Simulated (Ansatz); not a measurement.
Level of theory: frozen-core CCSD(T)/aug-cc-pVDZ // B3LYP-D3(BJ)/def2-TZVPD run with Ansatz (an electronic-structure program).

Ansatz 0.2 input:
```yaml
crystal:
  periodic: [false, false, false]
  atoms:
    - { symbol: C, position_ang: [-1.445797, -0.084366, -1.218857] }
    - { symbol: Si, position_ang: [-0.267529, -0.073382, 0.090616] }
    - { symbol: C, position_ang: [0.525158, 1.626121, 0.427481] }
    - { symbol: C, position_ang: [1.162417, -1.31231, -0.133686] }
    - { symbol: O, position_ang: [-0.857935, -0.494127, 1.65621] }
    - { symbol: H, position_ang: [-2.052051, 0.781271, -1.474384] }
    - { symbol: H, position_ang: [-1.649091, -0.968503, -1.818088] }
    - { symbol: H, position_ang: [-0.251648, 2.395993, 0.475452] }
    - { symbol: H, position_ang: [1.221678, 1.90434, -0.367986] }
    - { symbol: H, position_ang: [1.062665, 1.636955, 1.381499] }
    - { symbol: H, position_ang: [0.764719, -2.293056, -0.413699] }
    - { symbol: H, position_ang: [1.733291, -1.437704, 0.792361] }
    - { symbol: H, position_ang: [1.846613, -0.991566, -0.923799] }
    - { symbol: H, position_ang: [-1.792489, -0.689664, 1.526881] }
basis:
  gaussian: { orbitals: aug-cc-pVDZ }
correlation:
  method: ccsd_t
total_charge: -1
```

Output:

```
Functional definition: HF
1966 factors; integrals over basis functions are off by at most 8.8e-4 eV
mean field evaluation 1: about -13129.6987 eV, gradient 4.1e1 eV
mean field evaluation 2: about -13129.7729 eV, gradient 4.2e1 eV
mean field evaluation 4: about -13134.3267 eV, gradient 4.3e0 eV
mean field evaluation 8: about -13134.4006 eV, gradient 2.8e-1 eV
mean field evaluation 16: about -13133.3432 eV, gradient 1.9e1 eV
mean field -13134.40114630 eV, -482.6803393098 hartree, gradient 2.7e-6 eV, S^2 0.000000; 0 other end points of the search recorded, 0 dependent functions left out
9 core orbitals not correlated
reference -13134.40114630 eV, -482.6803393098 hartree; 16, 16 occupied and 175, 175 virtual orbitals, 1966 factors
second order -21.46132028 eV of doubles, -0.00000000 eV of singles
cycle   1  -22.28920503 eV  change   -8.3e-1 eV  update   1.1e-1
cycle   2  -22.80951967 eV  change   -5.2e-1 eV  update   3.3e-2
cycle   3  -22.95260383 eV  change   -1.4e-1 eV  update   2.0e-2
cycle   4  -22.95636411 eV  change   -3.8e-3 eV  update   5.9e-3
cycle   5  -22.95273015 eV  change    3.6e-3 eV  update   3.9e-3
cycle   6  -22.95276204 eV  change   -3.2e-5 eV  update   1.9e-3
cycle   7  -22.95282486 eV  change   -6.3e-5 eV  update   9.5e-4
cycle   8  -22.95264338 eV  change    1.8e-4 eV  update   4.6e-4
cycle   9  -22.95264468 eV  change   -1.3e-6 eV  update   2.1e-4
cycle  10  -22.95279251 eV  change   -1.5e-4 eV  update   1.2e-4
cycle  11  -22.95268973 eV  change    1.0e-4 eV  update   6.3e-5
cycle  12  -22.95267754 eV  change    1.2e-5 eV  update   3.5e-5
perturbative correction -0.80352456 eV, -0.0295289829 hartree
Total energy: -13158.15734840 eV, -483.5533636345 hartree
```

Cost: roughly 80 core-seconds.
